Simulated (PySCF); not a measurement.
## Ionisation energy along the 10-electron series

Calculated with PySCF 2.14 and a two-component X2C-1e Hamiltonian (Gaussian nucleus, no Breit or QED terms), each ion in its own even-tempered basis scaled to its charge; GMP2 freezes nothing and drops the highest virtual spinors. Values in eV. NIST values: (m) measured, (s) semi-empirical, (t) theoretical.

| ion | configuration | GHF (spin-free) | GMP2 (spin-free) | GHF (screened spin-orbit) | GMP2 (screened spin-orbit) | NIST |
| --- | --- | --- | --- | --- | --- | --- |
| Nb³¹⁺ | [Ne] | 4049.2 | 4050.6 | 4017.0 | 4018.5 | 4020.1 ± 2.2 (s) |
| Tc³³⁺ | [Ne] | 4541.2 | 4542.7 | 4501.7 | 4503.2 | 4505 ± 2.5 (s) |

**Question.** Fill in the row of Mo³²⁺.

**Answer.** configuration: [Ne]; GHF (spin-free): 4291.6; GMP2 (spin-free): 4293.1; GHF (screened spin-orbit): 4255.9; GMP2 (screened spin-orbit): 4257.4; NIST: 4259 ± 2.4 (s).
